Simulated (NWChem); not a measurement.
Species: tellurium hexafluoride (TeF6); SMILES F[Te](F)(F)(F)(F)F

No frequency run checked for a minimum. def2 effective core potentials on Te; no spin-orbit coupling.

Task: Give the equilibrium geometry at PBE0/def2-SVP with def2 effective core potentials on Te (NWChem) as an XYZ file, with the point group.

Result: point group Oh; any orientation.
```
7

F      0.3442     1.2849     1.3226
Te     0.0000     0.0000     0.0000
F     -0.3084    -1.2864     1.3300
F      0.3084     1.2864    -1.3300
F     -1.8180     0.4615     0.0248
F      1.8180    -0.4615    -0.0248
F     -0.3442    -1.2849    -1.3226
```
